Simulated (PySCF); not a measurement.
Vertical excitations of a molecule C2H10N2Si2 from PySCF with TDA-ωB97X/def2-SVPD, as energy in eV (oscillator strength): 3.82 (0.002), 6.35 (0.014), 6.43 (0.040), 6.76 (0.023), 7.09 (0.034), 7.32 (0.001). Lowest triplet (TDA): 3.22 eV. The structure is a stationary point at B3LYP-D3(BJ)/def2-SVP. Other conformers were not sampled.

### Question
Identify the compound among the candidates.
(A) NC[Si@H]1C[SiH2]N1
(B) C[Si@H]1CN[SiH2]N1
(C) C=C[Si](N)(N)[SiH3]
(D) C/C(=N\[SiH3])[SiH2]N

### Answer
D, C/C(=N\[SiH3])[SiH2]N
